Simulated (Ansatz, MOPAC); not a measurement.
Diatomic BeN+, multiplicity 3 (lowest of 2S+1 = 1, 3, 5 at CCSD(T)/def2-TZVPP on PBE0 minima; our sources give no spin for the ground state, which may be another).

Seven points along R, fitted to fifth degree in 1/R; most abundant isotopes. In def2 and cc sets the state is the lowest found near the PBE0 minimum, followed along R.

The state that PM7 reach isn't checked; PM7 holds dispersion and hydrogen-bond terms.

Run with Ansatz (a quantum-chemistry and plane-wave program); MOPAC for PM7 (differences of heats of formation). Values without a source in brackets are computed.

### Question
What bond length and harmonic frequency does PM7 give?

### Answer
r_e = 1.566 Å, ω_e = 1132 cm⁻¹.

### Question
What bond length and harmonic frequency does PBE/def2-TZVPP give?

### Answer
r_e = 1.606 Å, ω_e = 921 cm⁻¹.

### Question
What bond length and harmonic frequency does CAM-B3LYP/def2-TZVPP give?

### Answer
r_e = 1.575 Å, ω_e = 993 cm⁻¹.
